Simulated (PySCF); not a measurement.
Cartesian coordinates (Å):
SMILES: B(B)C
```xyz
9

B      1.6172    -0.0374    -0.0438
B      0.0740     0.5090    -0.1090
C     -1.2472    -0.3028     0.0959
H      2.2556    -0.0359     0.9737
H      2.1985    -0.4287    -1.0194
H     -0.0612     1.6888    -0.3387
H     -1.9006    -0.1614    -0.7734
H     -1.8014     0.1399     0.9336
H     -1.1349    -1.3713     0.2811
```
Charge 0, spin multiplicity 1.

### Question
Predict the HOMO–LUMO gap, dipole moment, LUMO, HOMO and total energy from PySCF 2.14.0 with PBE0-D3(BJ)/def2-TZVP.

### Answer

```
Quantity             Value
-------------  -----------
HOMO–LUMO gap      6.47 eV
dipole moment       0.73 D
LUMO              -1.54 eV
HOMO              -8.01 eV
total energy   -91.2633 Ha
```
